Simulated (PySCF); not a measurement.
Compound: C3H6NPSi.
Numbering: `[CH2:1]=[C:2]([C:3]#[N:4])[SiH2:5][PH2:6]` (hydrogens: H7, H8 on C1; H9, H10 on Si5; H11, H12 on P6)

Structure used (PBE0-D3(BJ)/def2-SVP), in Å, numbered top down from 1:
```xyz
12
C3H6NPSi angstrom
C     -1.6487   -0.1680   -1.1400
C     -0.7685    0.0155   -0.1393
C     -0.9845    1.0224    0.8528
N     -1.0881    1.8247    1.6852
Si     0.8224   -1.0005    0.0187
P      2.5627    0.4258   -0.2317
H     -2.5586    0.4341   -1.2265
H     -1.4777   -0.9320   -1.9035
H      0.8148   -1.9962   -1.0929
H      0.8207   -1.7048    1.3354
H      3.4932   -0.4651    0.3882
H      2.2583    1.1034    0.9896
```

Jobs on this species (12 atoms, 60 electrons) with PySCF (density fitting). Hardware of each: one thread, Intel Xeon Platinum 8488C (x86_64) (shared host). Other jobs ran on the host; a repeat could differ by tens of per cent or more. Peak memory is the resident size of the whole Python process, interpreter and libraries included.

| level and settings | work | basis functions | SCF cycles | wall time | peak memory |
| --- | --- | --- | --- | --- | --- |
| delta-SCF UKS SCAN, def2-TZVP on the ionised atom, pcseg-1 elsewhere, spin-free X2C | ΔSCF core ionisation, 8 holes | 141 | ? | ? | ? |
| delta-SCF UKS SCAN, pcX-2 on the ionised atom, pcseg-1 elsewhere, non-relativistic | ΔSCF core ionisation, 8 holes | 164 | ? | ? | ? |
| delta-SCF UKS SCAN, pcX-2 on the ionised atom, pcseg-1 elsewhere, spin-free X2C | ΔSCF core ionisation, 8 holes | 164 | 145 | 59 s | 0.66 GiB |
| delta-SCF UKS PBE0, pcX-2 on the ionised atom, pcseg-1 elsewhere, spin-free X2C | ΔSCF core ionisation, 8 holes | 164 | 124 | 74 s | 0.73 GiB |
| delta-SCF UKS SCAN, pcX-1 on the ionised atom, pcseg-1 elsewhere, spin-free X2C | ΔSCF core ionisation, 8 holes | 144 | 145 | 47 s | 0.64 GiB |
| PBE0-D3(BJ)/def2-SVP, grid level 1 | geometry optimisation from a GFN2-xTB start shaken at random | 122 | 111 | 91 s | 0.52 GiB |
| delta-SCF UKS PBE, pcX-2 on the ionised atom, pcseg-1 elsewhere, spin-free X2C | ΔSCF core ionisation, 8 holes | 164 | 141 | 41 s | 0.64 GiB |
| delta-SCF UKS B3LYP, pcX-2 on the ionised atom, pcseg-1 elsewhere, spin-free X2C | ΔSCF core ionisation, 8 holes | 164 | 128 | 74 s | 0.73 GiB |

Fill in the missing figures.

- delta-SCF UKS SCAN, def2-TZVP on the ionised atom, pcseg-1 elsewhere, spin-free X2C; ΔSCF core ionisation, 8 holes: 52 s, 0.64 GiB, 141 SCF cycles
- delta-SCF UKS SCAN, pcX-2 on the ionised atom, pcseg-1 elsewhere, non-relativistic; ΔSCF core ionisation, 8 holes: 56 s, 0.64 GiB, 144 SCF cycles

What do all jobs in the table cost together?

About 8.2 min; the longest takes about 18 % of that, and about 2.2 times as long as the shortest.
